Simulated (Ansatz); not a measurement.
Coupled-cluster diagnostics for the cluster B₄⁻, Ansatz.

Geometry of the doublet (r2SCAN-D4/def2-TZVPD):

```xyz
4

B    -0.5590   -0.3342   -0.4310
B     0.5650    0.3532    0.3638
B     1.6103    0.9409    1.4139
B    -1.6163   -0.9599   -1.3467
```

Correlated methods freeze 4 core orbitals. Another isomer (doublet) lies 2.34 eV lower at PBE0-D4/def2-TZVPD; other spin states weren't run for this one.

(1) Estimate the CCSD(T) correlation energy, the shares of MP2 and (T), T1 and the reference's ⟨S²⟩ for: charge -1, doublet, own geometry in def2-TZVPPD; and the rough time on 4 threads of Arm Neoverse V1 on a shared host.

Results:

(1) 
| state | basis | correlation (eV) | MP2 share (%) | (T) share (%) | T1 | ⟨S²⟩ (pure) | wall time | remarks |
| --- | --- | --- | --- | --- | --- | --- | --- | --- |
| charge -1, doublet, own geometry | def2-TZVPPD | -9.469 | 77.2 | 6.9 | 0.087 | 2.68 (0.75) | 26 s | large T1, spin-contaminated |
Customary marks for T1 are 0.02 (closed shells), 0.045 (open shells) and about 0.05 (3d metals). T1 exceeds 0.02 in 1 of 1 rows and 0.045 in 1; the higher it lies, the less the single-reference result can be trusted.
